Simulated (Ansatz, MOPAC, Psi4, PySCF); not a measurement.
Molecule: CH7Si2, net charge 0, doublet state. SMILES: [SiH2](C)[SiH2]
Geometry: optimised at B3LYP-D3(BJ)/def2-TZVP (Ansatz, a first-principles code).

Property: enthalpy of formation at 298 K, in kcal/mol. Terms: dispersion terms only where a functional's name holds one; valence correlation only; spin-orbit terms left out; LANL2DZ with its own core potentials from Na on; open shells spin-unrestricted; 6-311+G** with 5d, 6d on Na to Ar in Ansatz; 6-31G* and kin with 6d, 5d where marked; non-relativistic. CBS marks a two-point X^-3 extrapolation of the correlation energy; Hartree-Fock from the larger set. Ab initio and DFT rows: single points at B3LYP-D3(BJ) geometries (Ansatz), with unscaled harmonic terms from B3LYP/6-31G* (Ansatz) at its own minima, enthalpies of formation by atomisation with measured atoms. Semi-empirical rows: MOPAC heats of formation at their own minima for 298 K.

Coupled cluster (Ansatz) is a level with limits of its own, used here on species with T1 under 0.025 (0.045 for open shells) and stable references: CCSD(T)/CBS(aug-cc-pV(T+d)Z,aug-cc-pV(Q+d)Z).

Value to compare with, CCSD(T)/CBS(aug-cc-pV(T+d)Z,aug-cc-pV(Q+d)Z) (Ansatz): 37.3 kcal/mol.

```tsv
level	program	enthalpy of formation at 298 K (kcal/mol)	difference
PM3	MOPAC	28.4	-8.9
HF/3-21G	Ansatz	261.6	224.3
HF/6-311+G**	Ansatz	215.0	177.7
PBE/STO-3G	Ansatz	-213.7	-251.0
PBE/LANL2DZ	Ansatz	51.1	13.8
BP86/def2-SVP	PySCF	30.1	-7.2
B3LYP/LANL2DZ	Ansatz	59.7	22.4
B3LYP/6-31G	Ansatz	82.1	44.8
B3LYP/6-31G*	Ansatz	49.1	11.8
B3LYP/6-31+G*	Ansatz	50.9	13.6
B3LYP/6-31G**	Ansatz	43.3	6.0
B3LYP/cc-pVDZ	Ansatz	60.3	23.0
PBE0/6-31G*	Ansatz	47.7	10.4
wB97X-D/6-31G*	Psi4	41.3	4.0
B3LYP-D3(BJ)/def2-TZVPD	Ansatz + dftd3	35.7	-1.6
PBE0/def2-TZVPD	Ansatz	44.8	7.5
B2PLYP-D3(BJ)/def2-TZVPD	Ansatz + dftd3	46.8	9.5
```

Among the 14 habitual levels, PBE/STO-3G lies farthest from CCSD(T)/CBS(aug-cc-pV(T+d)Z,aug-cc-pV(Q+d)Z) (Ansatz) (-251.0 kcal/mol) and wB97X-D/6-31G* nearest (4.0); 11 of 14 lie above it, and their mean absolute difference is 58.5 kcal/mol, the median 13.7. One case shows no general order.

The levels are drawn from those run, B3LYP/6-31G* more often than the rest, none by its result; left out are runs that failed, that the program found above a lower state of the same kind, or whose <S^2> lies over 0.5 above the pure value.
